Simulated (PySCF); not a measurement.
InClBr2, SMILES [Br][In]([Cl])[Br]. Atoms are numbered in the order given.

```xyz
4

In     0.0000     0.0000    -0.3324
Cl     0.0000     0.0000    -2.6755
Br     0.0000     2.1576     0.8825
Br     0.0000    -2.1576     0.8825
```

Geometry optimised at B3LYP-D3(BJ)/def2-SVP. The structure was generated by enumeration; whether it is a known compound was not checked. The def2 effective core potentials stand for the cores of In; spin–orbit coupling is left out.

The numbers are results of PySCF with r2SCAN/def2-TZVP, not measurements.

The molecule is in vacuum.

Computed frontier levels, gap, dipole moment and polarisability:
```
Item                                                                                                              Value
---------------------------------------------------------------------------------------------  ------------------------
highest occupied level                                                                                         -7.90 eV
lowest empty level                                                                                             -3.95 eV
orbital gap                                                                                                     3.95 eV
dipole moment                                                                                                 0.098 e·Å
quadrupole, principal values (traceless, Buckingham form, about the centre of nuclear charge)    -5.37, -2.03, 7.40 D·Å
mean static polarisability                                                                        90.7 bohr³ (13.44 Å³)
polarisability, principal values                                                               58.8, 100.7, 112.6 bohr³
```
